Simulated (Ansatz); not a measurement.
`[F][Ge]1([F])[CH2][O]1`, relaxed with RKS PBE-D4/def2-SVP in Ansatz from a rough embedded geometry. The force threshold is 0.03 eV/Å; the program also tests the step.

The species carries charge 0 and has multiplicity 1.

Start:

```xyz
7

F    -0.005    2.342    0.334
Ge    0.571    0.683    0.223
F     1.886    0.300    1.270
C    -0.437   -0.765   -0.536
O    -0.838   -0.434    0.693
H    -1.231   -0.405   -1.331
H     0.054   -1.722   -0.654
```

Problem. By how much does the energy fall, and how many steps does the optimiser take? (Best estimate.)

Solution. Ansatz gave: 35.12 kJ/mol, in 10 steps, 1 of them rejected.

Problem. Which bonds change most? (An estimate is asked.)

Solution. The calculation gave: C4–O5 from 1.335 to 1.465 Å; C4–H6 from 1.180 to 1.110 Å; Ge2–O5 from 1.858 to 1.822 Å; C4–H7 from 1.082 to 1.110 Å.

Problem. Give the relaxed structure. (Best estimate.)

Solution. Computed: 
```xyz
7

F     0.119    2.323    0.350
Ge    0.498    0.628    0.296
F     1.921    0.459    1.278
C    -0.473   -0.748   -0.585
O    -0.879   -0.456    0.791
H    -1.201   -0.476   -1.378
H     0.014   -1.731   -0.752
```
